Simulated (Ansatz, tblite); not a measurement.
Forces on the cluster Ru5⁺ at its PBE-D4/def2-SVP geometry. Charge 1, multiplicity 2.

In the def2 sets Ru takes a core potential; there is no spin–orbit coupling. The xTB rows come from tblite. At PBE-D4/def2-TZVP the charge 1 doublet is spin-contaminated (final ⟨S²⟩ up to 1.92, 0.75 for a pure state). No other spin state of charge 1 was run. The geometry of the doublet was relaxed on an unsound state (⟨S²⟩ 1.90, where a pure state has 0.75). Another isomer (doublet) lies 0.92 eV lower at PBE0-D4/def2-TZVP; other spin states weren't run for this one.

GFN1-xTB (tblite), largest force 2.81 eV/Å:

```xyz
5
positions Å, forces eV/Å
Ru   -0.489   -0.913    1.623   -1.153   -0.727   -0.229
Ru    0.170   -1.236   -0.724   -0.636    0.373    1.535
Ru    0.436    0.892   -1.677    1.277    0.772    0.410
Ru    1.119    0.511    0.813   -0.049    0.891   -2.668
Ru   -1.235    0.746   -0.035    0.561   -1.310    0.953
```

GFN2-xTB (tblite), largest force 2.30 eV/Å:

```
Ru -0.899 -1.230 1.718
Ru 0.003 -1.840 -0.734
Ru 0.955 1.136 -1.309
Ru 1.769 1.195 0.160
Ru -1.828 0.739 0.165
```

PBE-D4/def2-TZVP (Ansatz), largest force 0.26 eV/Å:

```
Ru 0.099 0.142 -0.191
Ru -0.014 0.228 0.095
Ru -0.098 -0.126 0.179
Ru -0.211 -0.135 -0.057
Ru 0.225 -0.110 -0.025
```
